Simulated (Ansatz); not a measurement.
Basis sets compared for Zn₃O₃H₁₂, a cluster cut from wurtzite ZnO (hydrogen-capped). Charge 0, multiplicity 1. Geometry r2SCAN-D4/def2-SVP. Ansatz on 4 threads of Arm Neoverse N1 on a shared host; times are rough, and most runs start from earlier orbitals.

```tsv
atom	x (Å)	y (Å)	z (Å)
O1	-1.2429	-0.2706	-1.6035
O2	0.1999	-1.4794	1.4013
O3	1.0321	1.7563	0.2104
Zn4	-1.2720	-2.1538	-0.2527
Zn5	-0.2560	1.8203	-1.7156
Zn6	1.5187	0.3385	1.9745
H7	-0.9870	-0.6535	-2.4596
H8	-2.1887	-0.0564	-1.6693
H9	-2.5928	-1.8138	0.5144
H10	-0.2319	-2.9778	-1.0838
H11	-0.3226	-1.6096	2.2105
H12	0.8577	-2.1949	1.3801
H13	-1.4530	2.6300	-1.1155
H14	0.8902	1.4161	-2.7025
H15	0.7485	2.5655	0.6680
H16	1.9185	1.9373	-0.1452
H17	2.8535	-0.2235	1.3801
H18	0.5279	0.9693	3.0084
```

Binding counts from free atoms (O triplet, Zn singlet, H doublet) in the same basis, without a counterpoise term.

| level | functions | energy (Eh) | HOMO (eV) | LUMO (eV) | binding per atom (eV) | wall time |
| --- | --- | --- | --- | --- | --- | --- |
| PBE-D4/def2-SVP | 195 | -5568.9679 | -5.85 | -0.78 | 2.54 | 5 s |
| PBE0-D4/def2-SVP | 195 | -5569.0660 | -7.08 | 0.16 | 2.49 | 8.5 s |

Estimate the rows for PBE-D4/def2-TZVP (with forces), PBE0-D4/def2-TZVP.


```csv
level,functions,energy (Eh),HOMO (eV),LUMO (eV),binding per atom (eV),wall time
PBE-D4/def2-TZVP (with forces),309,-5570.0578,-6.22,-1.62,2.49,11 s
PBE0-D4/def2-TZVP,309,-5570.1190,-7.39,-0.83,2.45,24 s
```
